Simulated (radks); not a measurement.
The osmium ion Os2+ inside a hard spherical wall (all orbitals vanish at R), configuration held at [Xe] 4f14 5d6 and not refilled when levels cross. Calculated with a radial shooting solver on a logarithmic mesh with Libxc functionals: scalar-relativistic Kohn-Sham, LDA (Slater exchange, Perdew-Wang correlation), spin-unpolarised, spherical densities, finite nucleus; Fermi nuclear charge, rms radius 5.4126 fm. Eigenvalues in eV, with the zero of energy where the potential of the charges vanishes at infinity; a dash marks a level that is unbound or too diffuse for the functional's potential to be trusted. A positive occupied level is held by the wall or, in an anion where self-interaction has pushed it up, behind a barrier. The pressure on the wall is -dE/dV.

| R (bohr) | E (hartree) | kinetic (hartree) | e(5s) | e(4f) | e(5p) | e(5d) | e(6s, empty) | e(6p, empty) | pressure (GPa) |
|---|---|---|---|---|---|---|---|---|---|
| free | -17239.9035 | 19095.171 | -109.05 | -69.572 | -68.336 | -23.229 | -21.166 | -13.935 | 0 |
| 15 | -17239.9035 | 19095.171 | -109.05 | -69.572 | -68.336 | -23.229 | -21.166 | -13.935 | < 0.0001 |
| 12 | -17239.9035 | 19095.171 | -109.05 | -69.572 | -68.336 | -23.229 | -21.166 | -13.935 | < 0.0001 |
| 8 | -17239.9035 | 19095.172 | -109.05 | -69.571 | -68.335 | -23.228 | -21.163 | -13.905 | 0.00140 |
| 7 | -17239.9034 | 19095.174 | -109.04 | -69.562 | -68.326 | -23.220 | -21.147 | -13.806 | 0.0169 |
| 6 | -17239.9021 | 19095.188 | -108.98 | -69.500 | -68.270 | -23.168 | -21.042 | -13.418 | 0.199 |
| 4 | -17239.8123 | 19095.802 | -107.13 | -67.520 | -66.530 | -21.407 | -17.447 | -6.610 | 27.0 |
| 3.5 | -17239.6512 | 19096.693 | -105.12 | -65.310 | -64.654 | -19.279 | -12.878 | 0.478 | 98.8 |
